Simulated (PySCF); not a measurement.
# Vibration and rotation of ZnO⁺

M06-2X constants of ZnO⁺, ²Π (doublet), unpaired electrons π ↑ (PySCF, no relativity, basis sets Zn def2-SVPD, O def2-SVPD; masses 63.9291 and 15.9949 u):

- ωe: 637.8 cm⁻¹
- ωexe: 7.12 cm⁻¹
- Be: 0.39914 cm⁻¹
- αe: 0.00394 cm⁻¹
- De to Zn⁺ + O: 1.60 eV

Problem. What force constant and bond length do these constants imply?

Solution. Reduced mass μred = 12.794 u; k = 5.8918×10⁻⁷·μred·ωe² (u, cm⁻¹, mdyn/Å) = 3.07 mdyn/Å; Re = √(16.8576/(μred·Be)) (u, cm⁻¹, Å) = 1.817 Å.

Problem. Estimate the centrifugal constant D from the Kratzer relation and find the Dunham coefficient a1.

Solution. D = 4Be³/ωe² = 6.25e-07 cm⁻¹; a1 = −1 − αeωe/(6Be²) = -3.63.

For an ion De counts to the pair picked by the measured ionisation energies or electron affinities, which need not be the lowest pair at this level. The state was picked by a PBE0 search and need not be the measured ground state.
